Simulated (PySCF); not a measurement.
All values below come from PBE0-D4/def2-TZVP (PySCF). All species are isolated molecules in the gas phase. One relaxed conformer stands for a flexible species; it need not be the lowest. 

Reference species (SMILES): `[SH][In]([Cl])[Cl]` (H–S–In–Cl torsion 0°) (neutral, multiplicity 1).

```yaml
S1 oscillator strength: 0.009
HOMO: -8.30 eV
```

Changed species: `[Cl][In]([Cl])[Cl]` (0 of 3 Cl replaced by SH; the reference has 1 of 3 Cl replaced by SH).

### Question
What does the change do to the S1 oscillator strength and HOMO?

### Answer
the S1 oscillator strength hardly moves; the HOMO falls by 1.16 eV, to -9.46 eV.
